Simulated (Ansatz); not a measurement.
Reaction (redistribution): `[CH3][SnH]([OH])[SH]` + `BCN=C` → `C=[N][SnH]([CH3])[OH]` + `BCS`

Isolated molecules relaxed with PBE0-D4/def2-TZVP in Ansatz; ΔE leaves out vibrations. CCSD(T)/CBS is the MP2 limit (def2-TZVPP, def2-QZVPP) plus CCSD(T) − MP2 in def2-TZVPP, frozen cores. Functionals use def2-TZVPP. def2 core potentials past Kr. For Sn outer-core shells are correlated without core-valence functions, which leaves a few kJ/mol of doubt a bond. One conformer a species, not always the lowest.

```json
{"level": "PBE-D4", "ΔE (kJ/mol)": "75.7", "difference from CCSD(T)/CBS": "6.5"}
{"level": "ωB97X-V", "ΔE (kJ/mol)": "70.9", "difference from CCSD(T)/CBS": "1.7"}
{"level": "ωB97M-V", "ΔE (kJ/mol)": "71.6", "difference from CCSD(T)/CBS": "2.4"}
{"level": "PBE", "ΔE (kJ/mol)": "76.7", "difference from CCSD(T)/CBS": "7.5"}
{"level": "MP2/def2-TZVPP", "ΔE (kJ/mol)": "69.0", "difference from CCSD(T)/CBS": "-0.2"}
{"level": "CCSD(T)/def2-TZVPP", "ΔE (kJ/mol)": "68.6", "difference from CCSD(T)/CBS": "-0.6"}
{"level": "MP2/def2-QZVPP", "ΔE (kJ/mol)": "69.1", "difference from CCSD(T)/CBS": "-0.1"}
{"level": "SCS-MP2/def2-QZVPP", "ΔE (kJ/mol)": "67.7", "difference from CCSD(T)/CBS": "-1.5"}
{"level": "HF/CBS(def2)", "ΔE (kJ/mol)": "76.3", "difference from CCSD(T)/CBS": "7.1"}
{"level": "MP2/CBS(def2)", "ΔE (kJ/mol)": "69.6", "difference from CCSD(T)/CBS": "0.4"}
{"level": "CCSD(T)/CBS", "ΔE (kJ/mol)": "69.2", "difference from CCSD(T)/CBS": "0"}
```

Largest T1 diagnostic among the species: 0.014.

In def2-TZVPP, CCSD(T) changes the Hartree–Fock value by −8.3 kJ/mol (the triples alone add −1.3 kJ/mol) and MP2 by −8.0 kJ/mol.
